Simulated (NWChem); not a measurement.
C₂H₆F₂Si; SMILES FC(F)C[SiH3]

```xyz
11

F      0.3689     1.3314    -1.0917
C     -0.4117     1.1469     0.0000
F      0.3689     1.3314     1.0917
C     -0.9920    -0.2428     0.0000
Si     0.2809    -1.6551     0.0000
H     -1.1789     1.9425     0.0000
H     -1.6392    -0.3552     0.8847
H     -1.6392    -0.3552    -0.8847
H      1.1392    -1.6039    -1.2185
H     -0.4824    -2.9403     0.0000
H      1.1392    -1.6039     1.2185
```
Atoms are numbered in this order, from 1.

All runs: NWChem. Pople sets run with spherical d functions. Coordinates come from a PBE0/def2-SVP optimisation. Level: M06-2X/6-31G* with SMD (1 M gas to 1 M solution), gas-phase geometry. Reactions with the solvent are ignored.

```json
[
 {"solvent": "water", "dielectric constant": "78.4", "solvation free energy (kcal/mol)": "0.3", "cavity-dispersion-structure term (kcal/mol)": "4.1", "dipole in solution (D)": "2.81"},
 {"solvent": "1-octanol", "dielectric constant": "9.86", "solvation free energy (kcal/mol)": "-3.1", "cavity-dispersion-structure term (kcal/mol)": "0.4", "dipole in solution (D)": "2.73"},
 {"solvent": "N,N-dimethylformamide", "dielectric constant": "37.2", "solvation free energy (kcal/mol)": "-2.9", "cavity-dispersion-structure term (kcal/mol)": "0.9", "dipole in solution (D)": "2.80"},
 {"solvent": "chlorobenzene", "dielectric constant": "5.70", "solvation free energy (kcal/mol)": "-3.1", "cavity-dispersion-structure term (kcal/mol)": "0.0", "dipole in solution (D)": "2.66"},
 {"solvent": "acetonitrile", "dielectric constant": "35.7", "solvation free energy (kcal/mol)": "-3.3", "cavity-dispersion-structure term (kcal/mol)": "0.5", "dipole in solution (D)": "2.79"},
 {"solvent": "ethanol", "dielectric constant": "24.9", "solvation free energy (kcal/mol)": "-3.7", "cavity-dispersion-structure term (kcal/mol)": "0.1", "dipole in solution (D)": "2.78"},
 {"solvent": "cyclohexane", "dielectric constant": "2.02", "solvation free energy (kcal/mol)": "-1.8", "cavity-dispersion-structure term (kcal/mol)": "0.0", "dipole in solution (D)": "2.41"}
]
```
